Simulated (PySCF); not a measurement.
Compound: [(OH)3Hf]2O (singlet state).
Geometry (PBE0-D3(BJ)/def2-SVP, Å), atoms numbered from 1 in this order:
```
atom  x, y, z in Å
Hf1    0.632    1.824   -0.262
O2     1.823    2.290    1.189
O3    -0.925    2.969   -0.243
O4     1.549    1.958   -1.959
O5     0.042   -0.025   -0.021
Hf6   -0.614   -1.847    0.250
O7    -1.787   -2.308   -1.216
O8     0.901   -3.046    0.303
O9    -1.582   -1.905    1.922
H10    2.366    2.597    1.909
H11   -1.646    3.592   -0.269
H12    2.053    2.102   -2.754
H13   -2.354   -2.612   -1.919
H14    1.601   -3.686    0.391
H15   -2.092   -1.979    2.724
```

Computed, not measured: TDDFT CAM-B3LYP/def2-SVPD, vertical, gas phase, core orbitals frozen in the response, def2 core potentials past Kr (PySCF). Spin–orbit coupling is left out.

Frontier orbitals with the atoms that hold most of them (Löwdin shares over 4%, at most four atoms; ? is withheld):

```
orbital  ε (eV)                           atoms
 HOMO-3  -10.09  O4 29%, O3 27%, O2 27%, Hf1 4%
 HOMO-2  -10.09  O7 29%, O8 28%, O9 26%, Hf6 4%
 HOMO-1   -9.88   O5 40%, O7 16%, O2 16%, O8 6%
   HOMO   -9.88  O5 40%, O4 14%, O9 13%, O8 11%
   LUMO    0.29                               ?
 LUMO+1    0.72  Hf6 31%, Hf1 31%, O8 4%, O9 4%
 LUMO+2    1.07  Hf1 31%, Hf6 30%, O4 7%, O9 6%
```

Give the leading atoms of the LUMO.

Hf1 (bonded to 4 O) 32%; Hf6 (bonded to 4 O) 32%; O3 (bonded to Hf and H) 4%; O9 (bonded to Hf and H) 4%. By element: hafnium 64%, oxygen 9% or more.

Within 0.005 eV of a neighbour in this list lie HOMO-1/HOMO.

The HOMO–LUMO gap is 10.17 eV. Where does the response calculation put the lowest singlet, and from which orbitals?

S1 is at 7.35 eV (f = 0.0015), 2.82 eV below the gap, made of HOMO-1/HOMO→LUMO (≥75%). S1/S2 lie within about 0.01 eV of each other. Without the coupling terms of the response equations the lowest excitation would equal the gap.

Next come S2 at 7.35 eV (f 0.0015), HOMO-1/HOMO→LUMO (≥75%); S3 at 7.42 eV (f 0.0000), HOMO-3/HOMO-2→LUMO (≥57%), HOMO-3/HOMO-2→LUMO+1 (≥21%); S4 at 7.42 eV (f 0.0000), HOMO-3/HOMO-2→LUMO (≥57%), HOMO-3/HOMO-2→LUMO+1 (≥22%); S5 at 7.61 eV (f 0.0000), HOMO-5→LUMO (41%), HOMO-1/HOMO→LUMO+1 (≥24%).

Orbitals of the list HOMO-3 to LUMO+2 that lie within 0.01 eV of each other are written together with a slash and their weights summed (≥ marks a lower bound); for degenerate orbitals outside that list single weights are arbitrary.

Löwdin shares depend on the basis, the more so with diffuse functions.

On Intel Xeon at 2.50 GHz, one thread, shared host with 64 logical CPUs at a one-minute load of 55, this took 16 min (grids of density and orbitals included) and 1.8 GiB of memory at its peak.
